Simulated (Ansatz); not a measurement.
Cost and result for the atomization energy of CH9GeNSi, SMILES `C[NH][GeH2][SiH3]` (13 atoms, 12 bonds).

Cartesian coordinates in Å:
```
C -0.788 -1.102 1.429
N 0.335 -0.185 1.447
Ge 0.377 1.155 0.178
Si 0.353 0.347 -2.079
H -0.834 -1.762 0.550
H -0.772 -1.735 2.321
H -1.723 -0.534 1.459
H 1.215 -0.678 1.518
H 1.656 1.970 0.446
H -0.868 2.026 0.437
H -0.826 -0.533 -2.307
H 1.584 -0.444 -2.350
H 0.291 1.474 -3.050
```

The species carries charge 0 and has multiplicity 1. Correlated methods include outer-core shells of Ge, which these sets cover unevenly. Scalar relativity is left out up to krypton. The structure was optimised at the PBE0-D4/def2-TZVP level. It is one conformer, not always the lowest. Program: Ansatz. All runs use 4 threads of an AMD EPYC 9R45 on a shared host. Times are those of one run each, without the atoms' runs, and a repeat can differ threefold. Electronic energies, without spin–orbit coupling; frozen cores. CCSD(T)/CBS adds CCSD(T) − MP2 in def2-TZVPP to the MP2 limit, and its time is that of the two runs behind it. T1 = 0.012. With those shells the extrapolation isn't a true limit. B3LYP takes the VWN-RPA correlation (the form of Gaussian; ORCA's B3LYP/G).

CCSD(T)/CBS is a level of theory with its own doubt, some kJ/mol a heavy atom from the limit and from the frozen cores, so smaller differences don't rank the functionals.

```tsv
level	functions	wall time
PBE-D4/def2-TZVPP (with forces)	278	1.1 s
PBE0-D4/def2-TZVPP	278	1.4 s
r2SCAN-D4/def2-TZVPP (with forces)	278	1.8 s
B3LYP-D4/def2-TZVPP (with forces)	278	2.2 s
B2PLYP/def2-TZVPP	278	2.5 s
ωB97X-V/def2-TZVPP	278	3.2 s
ωB97M-V/def2-TZVPP (with forces)	278	4.6 s
MP2/def2-QZVPP	543	10 s
CCSD(T)/def2-TZVPP	278	78 s
CCSD(T)/CBS(def2)	–	88 s
```

Question: What atomization energy does each give, and how far from CCSD(T)/CBS? (Best estimate.)

Answer: Ansatz gave: 
```tsv
level	atomization (kJ/mol)	difference from CCSD(T)/CBS	per bond
PBE-D4/def2-TZVPP (with forces)	4105.4	1.7	0.1
PBE0-D4/def2-TZVPP	4067.3	-36.4	-3.0
r2SCAN-D4/def2-TZVPP (with forces)	4084.3	-19.4	-1.6
B3LYP-D4/def2-TZVPP (with forces)	4097.7	-6.0	-0.5
B2PLYP/def2-TZVPP	4041.9	-61.8	-5.1
ωB97X-V/def2-TZVPP	4123.7	20.0	1.7
ωB97M-V/def2-TZVPP (with forces)	4090.2	-13.5	-1.1
MP2/def2-QZVPP	4044.5	-59.2	-4.9
CCSD(T)/def2-TZVPP	4006.8	-96.9	-8.1
CCSD(T)/CBS(def2)	4103.7	0.0	0.0
```

From PBE to PBE0 (25 % exact exchange), in def2-TZVPP and without D4, the atomization energy moves by −34.4 kJ/mol: exact exchange takes away binding that semilocal exchange gives to molecules. In def2-TZVPP, CCSD(T) changes the Hartree–Fock value by +1032.4 kJ/mol (the triples alone add +46.1 kJ/mol) and MP2 by +1013.1 kJ/mol; breaking electron pairs costs correlation energy, which Hartree–Fock lacks. The D4 term adds +41.7 kJ/mol with B3LYP and +22.2 kJ/mol with PBE0; it sums over pairs of atoms, weighted by their polarisabilities, and B3LYP, whose exchange is more repulsive, gets the larger term.
